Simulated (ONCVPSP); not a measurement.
**thallium: one change to an ONCV potential, before and after**

```
Element                 : Tl (Z = 81)
Generator               : ONCVPSP 4.0.1
Type                    : optimised norm-conserving Vanderbilt (ONCV)
Functional              : PBEsol
Relativity              : scalar-relativistic
Frozen core             : [Kr] 4d10 4f14
Valence charge          : 21
Reference configuration : 5s2 5p6 5d10 6s1 (charge +2)
Partial waves           : 5s+6s: rc 1.25 bohr, ncon 4, nbas 7, qcut 9.3 1/bohr, 3 projectors, debl 2.6 Ha; 5p: rc 1.60 bohr, ncon 3, nbas 6, qcut 7.5 1/bohr, 2 projectors, debl 3.1 Ha; 5d: rc 1.20 bohr, ncon 4, nbas 8, qcut 7.6 1/bohr, 1 projector
Local potential         : polynomial inside 1.15 bohr (lpopt 5, dvloc0 1 Ha)
Core correction         : Teter function, fcfact 3.75, rcfact 1.4
```

In the p channel the program set the typed energies aside and used -3.456, 0.250 Ha.

Change: s: qcut 6.4.

Cutoffs: the cutoffs (Ha) at which the residual kinetic energy of the hardest occupied pseudo-wave falls to 1 and 0.1 mHa per electron; they do not see the model core or the augmentation charge, which bear on the density cutoff. Errors are all-electron minus pseudo energies relative to the spin-unpolarised reference configuration.

**Question.** Predict the effect on cutoff, ghosts and configuration errors.

**Answer.** The potential gets harder (36 Ha and 60 Ha → 72 Ha and 88 Ha); a bound ghost appears in s, which as a rule spoils a file; of the 4 tests that both files solve, the error grows in 1 and shrinks in 3 by more than 15 % and 0.3 meV (median size 7.8 → 6.4 meV).

| quantity | base | changed |
| --- | --- | --- |
| cutoff, loose | 36 Ha | 72 Ha |
| cutoff, tight | 60 Ha | 88 Ha |
| loose cutoff by channel | s 36 Ha, p 17 Ha, d 23 Ha | s 72 Ha, p 17 Ha, d 23 Ha |
| bound ghosts | none | s |
| GHOST(+) flags under 300 eV | none | none |
| error for 5s2 5p6 5d10 6s2 6p1, meV [ΔE -25.99 eV] | +8.2 | +6.8 |
| error for 5s2 5p6 5d10 6s2, meV [ΔE -20.84 eV] | +5.9 | +4.4 |
| error for 5s2 5p6 5d10 6s0, meV [ΔE 30.16 eV] | -11 | -14 |
| error for 5s2 5p6 5d10 6s2 6p0.5, meV [ΔE -24.14 eV] | +7.3 | +6.0 |
| s: phases at 1.27 bohr within 0.05 rad from the reference energy up to (Ha; the scan ends near 5) | to the end of the scan | to the end of the scan |
| p: phases at 1.62 bohr within 0.05 rad from the reference energy up to (Ha; the scan ends near 5) | to the end of the scan | to the end of the scan |
| d: phases at 1.22 bohr within 0.05 rad from the reference energy up to (Ha; the scan ends near 5) | 5.0 | 5.0 |
| rms error of d²Exc/dni dnj with the model core, mHa | 0.50 | 0.36 |

 A true bound ghost makes a file unfit for plane-wave use even where its test errors are small: the radial tests pick states by their node count and pass the ghost by.
